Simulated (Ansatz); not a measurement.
**Ligand exchange: C5H9Br + AuSH → C5H10S + AuBr**

Gas-phase species: C5H9Br (bromocyclopentane) `BrC1CCCC1`, singlet; AuSH `[SH][Au]`, singlet; C5H10S (cyclopentanethiol) `SC1CCCC1`, singlet; AuBr (bromogold), singlet. The partners trade Br for SH: C–Br and Au–SH bonds give way to C–SH and Au–Br.

Shapes, held fixed at every level: PBE0-D4/def2-TZVP. Flexible molecules stand in one conformer, not always the lowest. Programs: Ansatz 0.2.0. The zero-point and thermal change to 298 K, harmonic and unscaled (PBE0-D4/def2-TZVP), is +2.2 kJ/mol.

```json
{"level": "PBE-D4/def2-TZVPP", "kind": "GGA", "ΔH(298 K) (kJ/mol)": "-2.7", "less CCSD(T)/def2-TZVPP": "+5.0"}
{"level": "B3LYP-D4/def2-TZVPP", "kind": "global hybrid", "ΔH(298 K) (kJ/mol)": "-11.6", "less CCSD(T)/def2-TZVPP": "-3.9"}
{"level": "BHLYP-D4/def2-TZVPP", "kind": "global hybrid", "ΔH(298 K) (kJ/mol)": "-24.5", "less CCSD(T)/def2-TZVPP": "-16.8"}
{"level": "r2SCAN0-D4/def2-TZVPP", "kind": "global hybrid", "ΔH(298 K) (kJ/mol)": "-13.1", "less CCSD(T)/def2-TZVPP": "-5.4"}
{"level": "wB97X-V/def2-TZVPP", "kind": "range-separated hybrid", "ΔH(298 K) (kJ/mol)": "-22.0", "less CCSD(T)/def2-TZVPP": "-14.3"}
{"level": "MP2/def2-SVP", "kind": "perturbation theory", "ΔH(298 K) (kJ/mol)": "-14.5", "less CCSD(T)/def2-TZVPP": "-6.8"}
{"level": "MP2/def2-TZVPP", "kind": "perturbation theory", "ΔH(298 K) (kJ/mol)": "+3.6", "less CCSD(T)/def2-TZVPP": "+11.3"}
{"level": "CCSD(T)/def2-TZVPP", "kind": "coupled cluster or CI", "ΔH(298 K) (kJ/mol)": "-7.7", "less CCSD(T)/def2-TZVPP": "0.0"}
```

The highest level, CCSD(T)/def2-TZVPP, gives ΔH(298 K) = -7.7 kJ/mol; the levels span -24.5 to +3.6. They disagree on the sign: 1 of 8 are positive. The column of differences is taken from that level and isn't an error. No measured value is set beside it here. For atoms past krypton def2 sets carry core potentials with scalar relativity. Relativity is left out for Br. Outer-core shells of Au, Br are correlated, in sets that cover them unevenly.
